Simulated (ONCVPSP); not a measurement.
**Before and after: ONCV potential for I (Z = 53)**

ONCVPSP 4.0.1 input, shortened (lines: element, Z, core and valence counts, functional; n l f; lmax; l rc ep ncon nbas qcut; lloc lpopt rc5 dvloc0; l nproj debl; icmod fcfact rcfact), PBEsol, scalar-relativistic:

```
  I 53.00    9    2  -116133      upf
    1    0    2.00
    2    0    2.00
    2    1    6.00
    3    0    2.00
    3    1    6.00
    3    2   10.00
    4    0    2.00
    4    1    6.00
    4    2   10.00
    5    0    2.00
    5    1    4.00
    1
    0    1.70    0.00    4    9    3.40
    1    1.85    0.00    3    8    3.80
    4    5    1.45    4.00
    0    3    1.20
    1    2    3.80
    3    4.50    1.65
```

All-electron outer shells of the reference configuration (PBEsol, scalar-relativistic, ld1.x):

```tsv
shell	level (eV)	outermost node (bohr)	outermost maximum (bohr)
4p	-136.95	0.37	0.72
4d	-59.75	0.35	0.78
5s	-26.31	0.88	1.70
5p	-15.38	0.96	1.97
```

Change: functional LDA (Perdew-Wang 92).

Cutoffs: the cutoffs (Ha) at which the residual kinetic energy of the hardest occupied pseudo-wave falls to 1 and 0.1 mHa per electron; they do not see the model core or the augmentation charge, which bear on the density cutoff. Errors are all-electron minus pseudo energies relative to the spin-unpolarised reference configuration.

Q: How do hardness, ghosts and transferability respond?

A: The potential gets neither clearly harder nor softer (29 Ha and 76 Ha → 31 Ha and 76 Ha); both files keep a bound ghost (s); of the 4 tests that both files solve, the error grows in 0 and shrinks in 4 by more than 15 % and 0.3 meV (median size 46.0 → 36.6 meV).

| quantity | base | changed |
| --- | --- | --- |
| cutoff, loose | 29 Ha | 31 Ha |
| cutoff, tight | 76 Ha | 76 Ha |
| loose cutoff by channel | s 29 Ha, p 8.8 Ha | s 31 Ha, p 9.0 Ha |
| bound ghosts | s | s |
| GHOST(+) flags under 300 eV | s at 100.0 eV, p at 160.6 eV | s at 103.0 eV, p at 161.7 eV |
| error for 5s2 5p5, meV [ΔE -11.15 → -11.30 eV] | -24 | -20 |
| error for 5s2 5p3, meV [ΔE 19.88 → 20.06 eV] | -55 | -44 |
| error for 5s2 5p2, meV [ΔE 49.27 → 49.67 eV] | -278 | -216 |
| error for 5s1 5p6, meV [ΔE -0.71 → -0.78 eV] | -37 | -29 |
| s: phases at 1.73 bohr within 0.05 rad from the reference energy up to (Ha; the scan ends near 5) | 3.6 | 3.7 |
| p: phases at 1.88 bohr within 0.05 rad from the reference energy up to (Ha; the scan ends near 5) | 4.6 | 4.6 |
| rms error of d²Exc/dni dnj with the model core, mHa | 4.76 | 3.07 |

 A true bound ghost makes a file unfit for plane-wave use even where its test errors are small: the radial tests pick states by their node count and pass the ghost by.
